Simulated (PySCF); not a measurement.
## Potential energy of BiAs along the bond

Set-up: Bi cc-pVDZ-PP with ECP60, As cc-pVDZ-PP with ECP10; scalar-relativistic core potentials (PySCF 2.14). Energies in eV from Bi + As in their ground configurations at the same level. State: ¹Σ⁺ (singlet), closed shell.

Curves on a restricted Hartree–Fock reference rise too fast on stretching and do not dissociate correctly.

| R (Å) | B3LYP | RHF-CCSD(T) | CAM-B3LYP |
| --- | --- | --- | --- |
| 2.053 | -1.126 |  | -1.013 |
| 2.148 | -2.140 | -1.179 | -1.945 |
| 2.244 | -2.699 | -1.797 | -2.421 |
| 2.315 | -2.903 | -2.044 | -2.561 |
| 2.387 | -2.969 | -2.156 | -2.564 |
| 2.459 | -2.930 | -2.166 | -2.461 |
| 2.554 | -2.760 | -2.068 | -2.207 |
| 2.673 | -2.421 | -1.836 | -1.762 |
| 2.817 | -1.909 | -1.485 | -1.124 |
| 3.008 | -1.159 |  | -0.211 |

Task: Put a parabola through the three lowest points of the B3LYP curve and estimate Re, k and ωe (reduced mass 55.15 u; 1 eV/Å² = 0.16022 mdyn/Å; ωe = 1302.8·√(k/μ) cm⁻¹).

Result: Through R = 2.315, 2.387, 2.459 Å the second-order coefficient is 10.1 eV/Å², so Re ≈ 2.396 Å, k ≈ 3.25 mdyn/Å and ωe ≈ 316 cm⁻¹. A polynomial fit of higher order to the unrounded B3LYP energies gives Re = 2.393 Å, k = 3.17 mdyn/Å, ωe = 312 cm⁻¹; anharmonicity and rounding make the difference.

The higher-order fit for each curve: B3LYP: Re = 2.393 Å, ωe = 312 cm⁻¹, De = 2.97 eV; RHF-CCSD(T): Re = 2.430 Å, ωe = 283 cm⁻¹, De = 2.17 eV; CAM-B3LYP: Re = 2.352 Å, ωe = 339 cm⁻¹, De = 2.58 eV.

Correlated steps freeze 8 core orbitals. Correlated levels converge slowly with the basis: in double zeta they bind strong bonds too weakly, by up to about 1 eV, and carry superposition errors of some tenths. These are scalar-relativistic numbers at best; spin–orbit coupling would shift them, the dissociation energy most. Where the molecule has an RHF reference, its open-shell atoms are computed with UHF.
